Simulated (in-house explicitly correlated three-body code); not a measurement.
Computed with an exponentially correlated three-body code. Model: two electrons around a point charge, non-relativistic, variational in 260 exponentially correlated functions (energies converged to about 1e-7 hartree, or 1e-8 relative for large Z).

Command:
```bash
python run_hyl.py task.json out
```
Settings (lengths in bohr, energies in hartree):
```
Z                      4
screening              0.02
interaction_strength   1
functions              260
states_tried           13
```

Time taken, with all properties: 77 s on 1 thread of Arm Neoverse V2, on a shared host.

**Those bound S and P states to n = 4 that converged, binding against the one-electron ion.**

Given: nuclear charge 4; Yukawa screening of all interactions 0.02 1/bohr.

Computed: one-electron threshold -7.92029901 hartree.

```csv
term,energy (hartree),binding (eV)
1 1S,-13.5161035,152.27
2 3S,-9.15849167,33.693
2 1S,-9.04629073,30.64
2 3P,-9.03619402,30.365
2 1P,-8.97206595,28.62
3 3S,-8.40966798,13.316
3 1S,?,?
3 3P,-8.37725067,12.434
3 1P,-8.35870986,11.93
4 3S,-8.16501932,6.6592
4 1S,?,?
4 3P,-8.15192686,6.3029
4 1P,-8.14427077,6.0946
```

Question: What belongs in the row 3 1S?

Answer: energy (hartree): -8.38013706; binding (eV): 12.513.

Question: What belongs in the row 4 1S?

Answer: energy (hartree): -8.15322243; binding (eV): 6.3382.

**Converged states only, values per electron or pair (inverse distances are <exp(-kr)/r>).**

| term | mean r (bohr) | mean r squared (bohr²) | mean inverse r (1/bohr) | mean r12 (bohr) | mean inverse r12 (1/bohr) | mean cosine | mean p1 dot p2 (bohr⁻²) | delta r1 (bohr⁻³) | delta r12 (bohr⁻³) |
| --- | --- | --- | --- | --- | --- | --- | --- | --- | --- |
| 1 1S | 0.41429 | 0.23208 | 3.6678 | 0.61877 | 2.1709 | -0.03294 | 0.42048 | 17.198 | 1.523 |
| 2 3S | ? | ? | ? | ? | ? | ? | ? | ? | - |
| 2 1S | 1.1402 | 2.2097 | 2.3644 | 1.9488 | 0.68546 | -0.013097 | 0.033949 | 10.86 | 0.2138 |
| 2 3P | 0.9783 | 1.6012 | 2.3664 | 1.6579 | 0.72148 | -0.062054 | -0.70555 | 10.047 | - |
| 2 1P | 1.0343 | 1.8125 | 2.3509 | 1.7294 | 0.72589 | 0.022831 | 0.62084 | 10.211 | 0.041228 |
| 3 3S | 2.2534 | 9.7848 | 2.1553 | 4.1556 | 0.28845 | -0.0031443 | 0.0079096 | 10.399 | - |
| 3 1S | 2.3674 | 10.891 | 2.1496 | 4.3799 | 0.30199 | -0.0041259 | 0.010124 | 10.379 | 0.062519 |
| 3 3P | 2.2115 | 9.5422 | 2.1499 | 4.0761 | 0.31022 | -0.01599 | -0.17363 | 10.15 | - |
| 3 1P | ? | ? | ? | ? | ? | ? | ? | ? | ? |
| 4 3S | 3.9565 | 32.048 | 2.0774 | 7.5508 | 0.1579 | -0.0013159 | 0.0032193 | 10.272 | - |
| 4 1S | 4.1108 | 34.729 | 2.075 | 7.858 | 0.16311 | -0.0017492 | 0.0042273 | 10.265 | 0.025868 |
| 4 3P | 3.9595 | 32.378 | 2.0751 | 7.5586 | 0.16624 | -0.0063614 | -0.067948 | 10.171 | - |
| 4 1P | 4.0694 | 34.274 | 2.0734 | 7.7745 | 0.16753 | 0.002404 | 0.070533 | 10.187 | 0.0059656 |

Question: What belongs in the row 2 3S?

Answer: mean r (bohr): 1.064; mean r squared (bohr²): 1.8831; mean inverse r (1/bohr): 2.3858; mean r12 (bohr): 1.8111; mean inverse r12 (1/bohr): 0.63235; mean cosine: -0.010146; mean p1 dot p2 (bohr⁻²): 0.028082; delta r1 (bohr⁻³): 10.962.

Question: What belongs in the row 3 1P?

Answer: mean r (bohr): 2.2933; mean r squared (bohr²): 10.31; mean inverse r (1/bohr): 2.1456; mean r12 (bohr): 4.2297; mean inverse r12 (1/bohr): 0.313; mean cosine: 0.0060175; mean p1 dot p2 (bohr⁻²): 0.17278; delta r1 (bohr⁻³): 10.191; delta r12 (bohr⁻³): 0.013759.

**Electric-dipole lines between converged S and P states, rate of the upper state's decay.**

```
s state  p state  p minus s (eV)  oscillator strength from s  rate (1/s)
   1 1S     2 1P          123.65                     0.55108  1.2187e+11
   1 1S     3 1P          140.34                     0.12629  3.5978e+10
   1 1S     4 1P          146.18                    0.048533  1.4999e+10
   2 1S     2 1P          2.0198                     0.14895  8.7891e+06
   2 1S     3 1P               ?                           ?           ?
   2 1S     4 1P          24.545                    0.081223  7.0779e+08
   3 1S     2 1P         -16.107                   -0.077284  8.7004e+08
   3 1S     3 1P         0.58306                      0.2582  1.2696e+06
   3 1S     4 1P          6.4182                     0.31926  1.9022e+08
   4 1S     2 1P         -22.282                   -0.015836  3.4116e+08
   4 1S     3 1P               ?                           ?           ?
   4 1S     4 1P         0.24359                     0.36176      310470
   2 3S     2 3P          3.3279                     0.21352  3.4202e+07
   2 3S     3 3P          21.259                     0.25152  1.6441e+09
   2 3S     4 3P           27.39                    0.070714  7.6732e+08
   3 3S     2 3P         -17.049                   -0.088627  1.1178e+09
   3 3S     3 3P         0.88212                     0.35768  4.0256e+06
   3 3S     4 3P          7.0135                     0.26078  1.8553e+08
   4 3S     2 3P         -23.706                   -0.017218  4.1986e+08
   4 3S     3 3P         -5.7751                    -0.19691  2.8497e+08
   4 3S     4 3P         0.35626                     0.49475      908280
```

Question: What belongs in the row 2 1S 3 1P?

Answer: p minus s (eV): 18.71; oscillator strength from s: 0.30461; rate (1/s): 1.5424e+09.

Question: What belongs in the row 4 1S 3 1P?

Answer: p minus s (eV): -5.5916; oscillator strength from s: -0.16946; rate (1/s): 2.299e+08.

**Static dipole response.**

```json
{"state": "1 1S", "polarisability (bohr³)": "0.052277"}
{"state": "2 1S", "polarisability (bohr³)": "27.986"}
{"state": "2 3S", "polarisability (bohr³)": "14.923"}
```
